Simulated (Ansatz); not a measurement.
`C[Si](N)(Cl)Br` + H₂ → `N[SiH](Cl)Br` + CH₄ at 700 K and 1 bar (hydrogenolysis of the Si–C bond).

Calculated with Ansatz (gas phase, PBE0-D4/def2-TZVP geometries, no zero-point term in ΔE). CCSD(T)/CBS adds triple-zeta CCSD(T) − MP2 to the extrapolated MP2 energy (def2 sets, frozen cores). This one scheme is used for every species. For Br outer-core shells are correlated without core-valence functions, which leaves a few kJ/mol of doubt a bond. Scalar relativity is left out up to krypton. One conformer a species, not always the lowest.

```json
{"species": "`C[Si](N)(Cl)Br`", "CCSD(T)/CBS energy (Eh)": "-3418.10250", "H − E (kJ/mol)": "256.9", "S (J/(mol·K))": "497.4"}
{"species": "H₂", "CCSD(T)/CBS energy (Eh)": "-1.17544", "H − E (kJ/mol)": "46.8", "S (J/(mol·K))": "155.3"}
{"species": "`N[SiH](Cl)Br`", "CCSD(T)/CBS energy (Eh)": "-3378.82013", "H − E (kJ/mol)": "162.3", "S (J/(mol·K))": "431.9"}
{"species": "CH₄", "CCSD(T)/CBS energy (Eh)": "-40.46206", "H − E (kJ/mol)": "145.9", "S (J/(mol·K))": "224.0"}
```

H − E and S are ideal-gas, rigid-rotor, harmonic terms from PBE0-D4/def2-TZVP, for one conformer and one mirror image of each species. For small species the MP2-based limit differs from directly extrapolated CCSD(T) by up to some mEh (0.8 for H₂); such offsets cancel only in part. 1 Eh = 2625.50 kJ/mol, R = 8.31446 J/(mol·K).

**Question.** By hand: ΔE, ΔH, ΔS and ΔG.

**Answer.** ΔE = (-3378.82013) + (-40.46206) − (-3418.10250) − (-1.17544) = -0.00425 Eh = -11.2 kJ/mol. Δ(H − E) = 162.3 + 145.9 − 256.9 − 46.8 = 4.5, so ΔH = -6.7 kJ/mol. ΔS = 431.9 + 224.0 − 497.4 − 155.3 = 3.2 J/(mol·K). ΔG = -6.7 − 700 × (3.2)/1000 = -8.9 kJ/mol.

**Question.** By hand: the equilibrium constant, and the temperature at which ΔG would vanish if ΔH and ΔS stayed fixed.

**Answer.** log₁₀ K = −ΔG/(RT ln 10) = 0.7. ΔH and −TΔS have one sign here, so there is no such temperature. One of them is within its doubt of zero, so this could turn.

TΔS isn't small against ΔH here. A doubt of 5 kJ/mol in ΔE shifts log₁₀ K by 0.4 here. Other conformers and mirror images would add mixing entropy, several J/(mol·K) or more a flexible species. These are equilibria of isolated gas molecules and say nothing of rates. Largest T1 diagnostic: 0.008 (customary marks: 0.02 for closed shells, 0.045 for open ones).
